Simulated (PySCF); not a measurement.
These are PySCF with B3LYP-D3(BJ)/def2-TZVP values and carry that method's errors. Gas-phase values, no solvent. B3LYP has the VWN-RPA correlation part, as in Gaussian. 

Reference species (SMILES): `[F][InH]` (neutral, multiplicity 2).

The dipole moment is 3.09 D.

Changed species: `[InH2]` (radical fragment; the reference has radical fragment).

Question: Give the shifts of the dipole moment.

Answer: the dipole moment falls by 2.54 D, to 0.55 D.
